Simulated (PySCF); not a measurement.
**Dipole moment and polarisability of Ge(vinyl)2H2**

Ge(vinyl)2H2, C4H8Ge.
Structure used (PBE0-D3(BJ)/def2-SVP), in Å, numbered top down from 1:
```xyz
13
C4H8Ge angstrom
Ge    -0.586   -0.130   -0.516
C     -0.777   -0.102    1.417
C     -1.615    0.715    2.061
H     -0.153   -0.789    2.003
H     -2.258    1.423    1.526
H     -1.701    0.716    3.154
C      1.254    0.220   -1.027
C      2.006   -0.654   -1.702
H      1.695    1.181   -0.732
H      1.617   -1.628   -2.021
H      3.046   -0.439   -1.971
H     -1.531    0.949   -1.085
H     -0.965   -1.514   -1.084
```

Level: CAM-B3LYP/def2-SVPD (PySCF), static field, nuclei fixed, core orbitals frozen in the response. The polarisability tensor in these axes (au):

```
x    86.58 -11.71 -18.42
y   -11.71  72.95  11.60
z   -18.42  11.60  85.28
```

What are the eigenvalues, a third of the trace, and Δα (Δα² = ½Σ(αi − αj)² over the three pairs)?

Principal values 65.86, 67.53 and 111.42 au; mean 81.60 au = 12.09 Å³ = 13.45 × 10⁻⁴⁰ C²·m²/J; Δα = 44.75 au (55 % of the mean).

What is the dipole moment, and where does it point?

(0.41, 0.09, 0.35) D, 0.55 D in size, pointing from the negative to the positive side. Measured along this direction, the outermost atoms are H12 and H13 at the negative end and H4, H9 and H11 at the positive end.

In TDDFT the mean static polarisability is Σ f/ω² over all singlet excitations (ω in hartree). How much of it do the 15 lowest give? Their energies (eV) and oscillator strengths: 6.44, 0.0587; 6.66, 0.0027; 7.16, 0.8088; 7.33, 0.0186; 7.48, 0.0200; 7.53, 0.0263; 7.78, 0.0643; 7.89, 0.0007; 8.07, 0.0085; 8.10, 0.0028; 8.21, 0.0161; 8.28, 0.0041; 8.34, 0.0072; 8.38, 0.0068; 8.51, 0.0393.

They add up to 15.32 au, 18.8 % of the 81.60 au; the largest single term is 11.67 au, from the state at 7.16 eV. Terms in order: 1.05, 0.04, 11.67, 0.26, 0.26, 0.34, 0.79, 0.01, 0.10, 0.03, 0.18, 0.04, 0.08, 0.07, 0.40 au. Higher excitations give the rest. The strengths listed sum to 1.085.

Rayleigh depolarisation ratio (linearly polarised light, static tensor)?

ρ = 3Δα²/(45ᾱ² + 4Δα²) = 6008.0/(299660 + 8010.7) = 0.0195.

What molar refraction does this α imply?

Lorentz–Lorenz: R = (4π/3)N_A α = 2.5225 cm³/(mol·Å³) × 12.09 Å³ = 30.5 cm³/mol, in the limit of long wavelengths.

Give the principal axes and the span of the nuclei along them.

Largest value along (0.66, -0.39, -0.64), where the nuclei span 6.87 Å; middle along (0.72, 0.11, 0.68), 2.92 Å; least along (0.20, 0.91, -0.35), 3.14 Å. The strongest response lies along the longest span, while the other two are in reverse order.

What would n − 1 = 2πNα be for an ideal gas of these molecules at 500 K and 1 atm, electronic part alone?

N = p/kT = 1.4678 × 10¹⁹ cm⁻³, so n − 1 = 2π × N × 12.09 × 10⁻²⁴ cm³ = 1115 × 10⁻⁶ at long wavelengths, for an ideal gas.

One conformer (not necessarily the lowest) at the PBE0-D3(BJ)/def2-SVP geometry, without solvent, vibrations or thermal averaging. The calculation is non-relativistic, for germanium too.

These values come from a run that also computed excited states. The run took 36 s wall (grids of density and orbitals included) on Arm Neoverse V2, one thread, no GPU, shared host with 32 logical CPUs at a one-minute load of 19, and the process peaked at 0.88 GiB of memory.
